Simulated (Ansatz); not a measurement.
Cost and result for the atomization energy of C2H7GaO, SMILES `[CH3][Ga]([CH3])[OH]` (11 atoms, 10 bonds).

```xyz
11

C     0.313   -1.343   -1.309
Ga   -0.292    0.115   -0.151
C     0.519    0.804    1.504
O    -1.803    0.895   -0.741
H     1.309   -1.133   -1.707
H    -0.377   -1.474   -2.142
H     0.377   -2.281   -0.753
H     1.502    1.232    1.292
H     0.667   -0.004    2.224
H    -0.097    1.575    1.970
H    -2.117    1.613   -0.188
```

The species carries charge 0 and has multiplicity 1. Correlated methods include outer-core shells of Ga, which these sets cover unevenly. Scalar relativity is left out up to krypton. Geometry: relaxed with PBE0-D4/def2-TZVP. It is one conformer, not always the lowest. Program: Ansatz. All runs use 4 threads of a server CPU on a shared host. Times are those of one run each, without the atoms' runs, and a repeat can differ threefold. Electronic energies, without spin–orbit coupling; frozen cores. CCSD(T)/CBS adds CCSD(T) − MP2 in def2-TZVPP to the MP2 limit, and its time is that of the two runs behind it. T1 = 0.013. With those shells the extrapolation isn't a true limit. B3LYP takes the VWN-RPA correlation (the form of Gaussian; ORCA's B3LYP/G). HSE06 is the plane-wave form, built on full-range PBE exchange.

CCSD(T)/CBS is a level of theory with its own doubt, some kJ/mol a heavy atom from the limit and from the frozen cores, so smaller differences don't rank the functionals.

| level | functions | wall time | atomization (kJ/mol) | difference from CCSD(T)/CBS | per bond |
| --- | --- | --- | --- | --- | --- |
| revPBE-D4/def2-TZVPP | 239 | 1.6 s | 3881.6 | -70.1 | -7.0 |
| PBE-D4/def2-TZVPP (with forces) | 239 | 1.9 s | 3974.1 | 22.4 | 2.2 |
| PBE0-D4/def2-TZVPP | 239 | 2.1 s | 3920.1 | -31.6 | -3.2 |
| BHLYP-D4/def2-TZVPP | 239 | 2.3 s | 3817.8 | -133.9 | -13.4 |
| HSE06-D4/def2-TZVPP | 239 | 2.4 s | 3922.6 | -29.1 | -2.9 |
| B3LYP-D4/def2-TZVPP (with forces) | 239 | 3.3 s | 3913.7 | -38.0 | -3.8 |
| r2SCAN-D4/def2-TZVPP (with forces) | 239 | 3.5 s | 3942.7 | -9.0 | -0.9 |
| PBE-QIDH/def2-TZVPP | 239 | 4.1 s | 3915.7 | -36.0 | -3.6 |
| CCSD(T)/def2-SVP | 109 | 5.5 s | 3739.7 | -212.0 | -21.2 |
| ωB97X-V/def2-TZVPP | 239 | 6 s | 3935.4 | -16.3 | -1.6 |
| MP2/def2-QZVPP | 470 | 24 s | 3965.8 | 14.1 | 1.4 |
| CCSD(T)/def2-TZVPP | 239 | 2.3 min | 3868.0 | -83.7 | -8.4 |
| CCSD(T)/CBS(def2) | – | 2.7 min | 3951.7 | 0.0 | 0.0 |

In def2-TZVPP, CCSD(T) changes the Hartree–Fock value by +967.5 kJ/mol (the triples alone add +49.6 kJ/mol) and MP2 by +1016.1 kJ/mol; breaking electron pairs costs correlation energy, which Hartree–Fock lacks. From BLYP to BHLYP (50 % exact exchange), in def2-TZVPP and without D4, the atomization energy moves by −63.3 kJ/mol: exact exchange takes away binding that semilocal exchange gives to molecules. At CCSD(T), def2-SVP lies −211.9 kJ/mol from the extrapolated value and def2-TZVPP −83.7 kJ/mol: correlation converges slowly with the basis, and small sets miss more of it in the bonded molecule than in its fragments.
